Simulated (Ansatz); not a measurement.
Stepwise reaction of `[NH2][Al]([OH])[OH]` with hydrogen, as a gas-phase model of exchange steps in deposition or etching. ΔE in kJ/mol; ΔG adds harmonic PBE0-D4 terms to CCSD(T)/CBS, at 1 bar.

Program: Ansatz. Geometries: PBE0-D4/def2-TZVP. ΔE: electronic, gas phase. CCSD(T)/CBS is the MP2 limit (def2-TZVPP, def2-QZVPP) plus CCSD(T) − MP2 in def2-TZVPP, frozen cores. This one scheme is used for every species. DFT in def2-TZVPP. B3LYP here is the variant with VWN-RPA as its local correlation; programs differ in this. One conformer a species, not always the lowest.

```tsv
step	reaction	PBE-D4	B3LYP-D4	ωB97M-V	CCSD(T)/CBS	ΔG(500 K)
1	`[NH2][Al]([OH])[OH]` + H₂ → `[NH2][AlH][OH]` + H₂O	104.7	112.5	110.2	111.2	108.4
```

Problem. Give the row of step 2, `[NH2][AlH][OH]` + H₂ → `[NH2][AlH2]` + H₂O. (An estimate is asked.)

Solution. Ansatz gave: 
| step | reaction | PBE-D4 | B3LYP-D4 | ωB97M-V | CCSD(T)/CBS | ΔG(500 K) |
| --- | --- | --- | --- | --- | --- | --- |
| 2 | `[NH2][AlH][OH]` + H₂ → `[NH2][AlH2]` + H₂O | 111.4 | 117.9 | 116.2 | 116.4 | 116.7 |

Problem. By hand: ΔE of the 2 steps together at CCSD(T)/CBS.

Solution. (111.2) + (116.4) = 227.6 kJ/mol, or 113.8 kJ/mol a step.

In ΔE each step is higher than the one before. All are uphill at CCSD(T)/CBS. ΔG lies between 108.4 and 116.7 kJ/mol a step. PBE-D4 differs from CCSD(T)/CBS by -6.5 to -5.0 kJ/mol a step. Isolated molecules leave out the surface, adducts and barriers. Largest T1 diagnostic: 0.011.
